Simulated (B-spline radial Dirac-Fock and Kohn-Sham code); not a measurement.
**Levels of muonic ¹⁵⁶Ho**

Nucleus: ¹⁵⁶Ho, Fermi distribution (skin thickness 2.3 fm), rms radius 5.1156 fm (measured, Angeli and Marinova 2013).

The run's input, task.json:

```json
{"items": [{
  "Z": 67,
  "q": 0,
  "cfg": [[1, 0, 2], [2, 0, 2], [2, 1, 6], [3, 0, 2], [3, 1, 6], [3, 2, 10], [4, 0, 2], [4, 1, 6], [4, 2, 10], [4, 3, 11], [5, 0, 2], [5, 1, 6], [6, 0, 2]],
  "A": 156,
  "rrms": 5.1156,
  "do": "muonic",
  "nuclei": [[156, 155.929642, 5.1156, "measured", "fermi"]]
}]}
```

Command: `python xray2_run.py task.json out`

Method: the Dirac equation of a negative muon with reduced mass in the field of a spherical finite nucleus, with the Uehling potential to all orders; nuclear polarisation, deformation, hyperfine structure, self-energy, higher-order vacuum polarisation, relativistic recoil and electron screening are left out. Computed with an atomic code on a B-spline grid. For strongly deformed nuclei the low levels mix with nuclear rotations, which this model lacks.

| level | binding (keV) | point nucleus, no QED (keV) | vacuum polarisation (keV) | ⟨r⟩ (fm) |
| --- | --- | --- | --- | --- |
| 1s1/2 | 8061 | 13480 | 53.144 | 8.9 |
| 2s1/2 | 2563 | 3426 | 13.510 | 28.0 |
| 2p1/2 | 3259 | 3426 | 21.054 | 18.4 |
| 2p3/2 | 3148 | 3203 | 19.372 | 19.2 |
| 3s1/2 | 1228 | 1497 | 4.971 | 58.7 |
| 3p1/2 | 1440 | 1497 | 6.801 | 46.4 |
| 3p3/2 | 1411 | 1431 | 6.428 | 47.4 |
| 3d3/2 | 1436 | 1431 | 6.049 | 38.8 |
| 3d5/2 | 1417 | 1412 | 5.771 | 39.6 |

**Question.** By how much does the finite nuclear size lower the 1s binding energy?

**Answer.** By 5472 keV, 40.59 % of the point-nucleus value (point value plus vacuum polarisation less the binding energy). The 1s orbit has ⟨r⟩ = 8.9 fm.
